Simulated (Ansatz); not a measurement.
W(NH)2(OH)2 (WN₂O₂H₄). Charge 0, multiplicity 1. Geometry PBE-D4/def2-SVP, basis def2-TZVP, Ansatz.

| run | HOMO (eV) | LUMO (eV) |
| --- | --- | --- |
| A | -9.92 | 1.30 |
| B | -6.22 | -1.61 |
| C | -6.41 | -1.84 |
| D | -6.51 | -1.52 |
| E | -7.58 | -0.82 |
| F | -8.94 | 0.22 |

In the def2 sets W takes a core potential; there is no spin–orbit coupling.

Task: The runs used CAM-B3LYP, LDA (SPW92), PBE, PBE0, r2SCAN, ωB97X-V. Estimate which is which.

Result: A ωB97X-V (range-separated); B PBE (0 % exact exchange); C LDA (SPW92) (0 % exact exchange); D r2SCAN (0 % exact exchange); E PBE0 (25 % exact exchange); F CAM-B3LYP (range-separated). Exact exchange lowers occupied and raises empty levels; among semilocal functionals meta-GGAs tend to open the gap a little, and such runs are hard to tell apart. The gap grows from 4.58 eV (LDA (SPW92)) to 11.22 eV (ωB97X-V).
